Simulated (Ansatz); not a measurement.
As₂H₄. Charge 0, multiplicity 1. Geometry PBE0-D4/def2-TZVP; atoms count from 1.

```xyz
6

As   -0.5357   -1.0996    0.0892
As    0.5330    1.1010   -0.0887
H     0.5921   -1.6346    0.9653
H    -1.3279   -0.6741    1.3209
H     1.3298    0.6729   -1.3165
H    -0.5913    1.6345   -0.9702
```

Estimate the Mulliken populations from the PBE0/def2-TZVP orbitals of Ansatz.


| atom | charge (e) |
| --- | --- |
| As1 | -0.15 |
| As2 | -0.15 |
| H3 | 0.07 |
| H4 | 0.07 |
| H5 | 0.07 |
| H6 | 0.07 |
Mulliken values depend strongly on the basis.

And the Mayer bond orders between heavy atoms (over 0.3)?

As1–As2 1.07 (2.45 Å).
